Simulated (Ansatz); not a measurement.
Q: Name a neutral molecule of B, Cl, N, Si and H with HOMO energy (ωB97M-V/def2-TZVPP) between -9.55 and -9.25 eV and HOMO–LUMO gap (PBE/def2-TZVPP) between 4.70 and 5.00 eV (Ansatz, PBE0-D4/def2-TZVP geometry).

A: `ClB1N[SiH2]1` (-9.33 eV, 4.80 eV). Other molecules can fit too; these were computed, each in one conformer that needn't be the lowest.
